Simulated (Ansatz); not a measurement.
AgBr₂ (the lowest doublet isomer of a short search). The state is a doublet with charge 0. Geometry B3LYP-D4/def2-TZVP, basis def2-TZVP, Ansatz.

```csv
atom,x (Å),y (Å),z (Å)
Ag1,0.000,0.001,-0.001
Br2,-1.457,-1.075,-1.615
Br3,1.457,1.074,1.616
```

```csv
run,HOMO (eV),LUMO (eV)
A,-8.07,-6.56
B,-9.67,-5.12
C,-7.73,-6.90
D,-9.51,-5.19
E,-7.24,-7.08
F,-8.86,-5.88
```

In the def2 sets Ag takes a core potential; there is no spin–orbit coupling. LC-ωPBE has ω = 0.4 bohr⁻¹. The structure comes from a short search, and lower isomers may exist.

HOMO and LUMO are taken over both spins.

Problem. The runs used CAM-B3LYP, LC-ωPBE, PBE0, r2SCAN, r2SCANh, ωB97X-V. Estimate which is which.

Solution. A PBE0 (25 % exact exchange); B LC-ωPBE (range-separated); C r2SCANh (10 % exact exchange); D ωB97X-V (range-separated); E r2SCAN (0 % exact exchange); F CAM-B3LYP (range-separated). Exact exchange lowers occupied and raises empty levels; among semilocal functionals meta-GGAs tend to open the gap a little, and such runs are hard to tell apart. The gap grows from 0.16 eV (r2SCAN) to 4.56 eV (LC-ωPBE).
